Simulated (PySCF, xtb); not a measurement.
Mo(O)(Cl)(OH)3 (ClH3MoO4), SMILES [O]=[Mo]([OH])([OH])([OH])[Cl], multiplicity 1. Other conformers were not sampled.

Harmonic wavenumbers (cm⁻¹) from xtb 6.7.1 with GFN2-xTB at its own minimum, in rising order: 82, 172, 189, 231, 237, 256, 266, 322, 345, 373, 398, 418, 423, 454, 558, 595, 657, 899, 3583, 3596, 3638.

### Question
What does PySCF with PBE-D3(BJ)/def2-SVP give at its own minimum? (The exact figures need the calculation; the answer reports its results.)

### Answer
55, 148, 215, 230, 265, 278, 289, 312, 334, 442, 458, 607, 652, 662, 708, 721, 792, 1023, 3655, 3662, 3710. Paired by order, the mean absolute difference is 80 cm⁻¹ and the zero-point energies are 25.3 and 27.5 kcal/mol.
